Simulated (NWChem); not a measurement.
# FeO, quintet; SMILES [O]=[Fe]

Computed with NWChem. Spin-unrestricted. Geometry: optimised at PBE0-D3(BJ)/def2-TZVP, spin-unrestricted. No stability test was run on the SCF state. Level MN15/def2-SVP: energy and gradient on several grids; changes count from the extra-fine grid, which is no exact limit either.

### Question
Which is the coarsest grid (xcoarse; medium; xfine; fine; coarse) from which on the energy stays within 50 μHa and each gradient component within 100 μHa/bohr of xfine?

### Answer
medium.
```tsv
grid	size of the energy change (μHa)	largest change of a gradient component (μHa/bohr)
xcoarse	5000	7000
coarse	50	400
medium	< 10	< 30
fine	< 10	< 30
xfine	< 10	< 30
```
